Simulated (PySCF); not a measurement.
**Excitation energy of W²⁺ by level of theory**

W²⁺ [Xe] 4f14 5d4 (5D) → W²⁺ [Xe] 4f14 5d3 6s1 (5F), as a difference of total energies. All numbers are calculated (PySCF 2.14, a scalar-relativistic core potential, in def2-TZVPPD with the def2 core potential (60 electrons) (6s5p3d2f1g, 59 functions)). Correlated levels: valence and next inner shell: nothing frozen outside the core potential. The calculations carry no spin-orbit coupling.

```
                                method  excitation energy (eV)
                                   UHF                   1.289
    MP2 (valence and next inner shell)                   1.255
SCS-MP2 (valence and next inner shell)                   1.243
   CCSD (valence and next inner shell)                   1.248
CCSD(T) (valence and next inner shell)                   1.242
```

How much does correlation contribute at CCSD(T) (valence and next inner shell)?

1.242 − (1.289) = -0.047 eV, measured against UHF.
